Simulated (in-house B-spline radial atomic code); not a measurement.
Radial electron density of the selenium ion Se⁵⁺, [Ar] 3d10 4s1. Method: scalar-relativistic (X2C) BHandHLYP, spin-polarised, spherical fractional occupations, exact exchange averaged over the configuration, Fermi nucleus of rms radius 4.14 fm. Calculated with a radial B-spline atomic code at the basis-set limit.

One-electron X2C: radii and densities carry no picture-change correction, so inner-shell <1/r> comes out high (for 1s by about 2 % at Z = 33, 5 % at 54, 10 % at 75, 30 % at 118) and <r> low.

Columns: r (bohr), 4πr²n(r) (electrons per bohr), bar.

```
 0.00155    1.123 #
 0.00189    1.578 #
 0.00229    2.183 ##
 0.00278    3.014 ###
 0.00338    4.145 ####
  0.0041    5.635 #####
 0.00498    7.603 #######
 0.00605    10.14 #########
 0.00735    13.33 ############
 0.00892     17.2 ###############
  0.0108    21.66 ###################
  0.0132    26.84 ########################
   0.016    31.95 ############################
  0.0194    36.65 #################################
  0.0236    40.29 ####################################
  0.0286    42.04 #####################################
  0.0347    41.59 #####################################
  0.0422    39.16 ###################################
  0.0512    36.02 ################################
  0.0622    34.11 ##############################
  0.0755     35.3 ###############################
  0.0917    39.98 ####################################
   0.111    45.97 #########################################
   0.135    49.54 ############################################
   0.164    47.11 ##########################################
     0.2    38.87 ###################################
   0.242    30.19 ###########################
   0.294    26.23 #######################
   0.357    28.48 #########################
   0.434    32.36 #############################
   0.527     31.9 ############################
    0.64    25.55 #######################
   0.777    16.51 ###############
   0.943    8.826 ########
    1.15    4.122 ####
    1.39     2.01 ##
    1.69    1.002 #
    2.05   0.4485 
    2.49   0.1463 
    3.03  0.02981 
    3.67   0.0036 
    4.46 0.0002105 
    5.42 5.353e-06
```

On this grid the curve has 3 maxima, near 0.0286, 0.135, 0.434 bohr.

The 4s up radial function P(r) = rR(r), positive near the nucleus:

```csv
r (bohr),P
0.000588,0.01437
0.000867,0.02026
0.00128,0.02849
0.00189,0.03982
0.00278,0.05497
0.0041,0.075
0.00605,0.1002
0.00892,0.1292
0.0132,0.1579
0.0194,0.1752
0.0286,0.1631
0.0422,0.09641
0.0622,-0.03894
0.0917,-0.2092
0.135,-0.2936
0.2,-0.1309
0.294,0.2495
0.434,0.4735
0.64,0.1344
0.943,-0.5657
1.39,-0.9349
2.05,-0.6314
3.03,-0.1716
4.46,-0.0145
```
